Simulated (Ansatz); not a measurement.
Potential energy curve for SH (cation, charge +1), lowest triplet found (which spin is the ground state isn't settled by this scan).

UKS-PBE = Ansatz (a program for electronic structure) with unrestricted PBE/cc-pVTZ; FCI = full CI/cc-pVTZ, frozen core run with Ansatz.

Energies relative to the lowest point of each curve between 1.13 and 1.71 Å, where full CI is lowest, in kcal/mol; the last columns give the error against full CI:

```csv
R / Å,UKS-PBE,FCI,UKS-PBE − FCI
0.98,90.3,87.1,3.2
1.06,48.9,46.2,2.7
1.13,26.1,23.9,2.2
1.18,15.3,13.5,1.8
1.25,5.8,4.7,1.1
1.29,2.7,1.9,0.8
1.33,0.8,0.4,0.4
1.38,0.0,0.0,0.0
1.42,0.3,0.6,-0.3
1.47,1.5,2.3,-0.7
1.54,4.6,5.8,-1.2
1.62,9.4,11.0,-1.6
1.71,15.6,17.7,-2.0
1.83,24.7,27.0,-2.3
1.99,36.6,39.0,-2.4
2.16,47.7,50.2,-2.5
2.41,59.2,62.9,-3.7
2.67,66.2,71.5,-5.3
2.98,71.0,77.1,-6.1
3.43,74.2,80.5,-6.2
3.95,75.2,81.5,-6.3
4.58,74.8,81.9,-7.1
```

UKS-PBE is furthest from FCI at 4.58 (-7.1 kcal/mol, below); its mean absolute error over the points is 2.7 kcal/mol.

The unrestricted determinant behind UKS-PBE is spin-contaminated at 2.16 to 4.58 Å (<S²> up to 2.7, against 2.00 for a pure triplet).
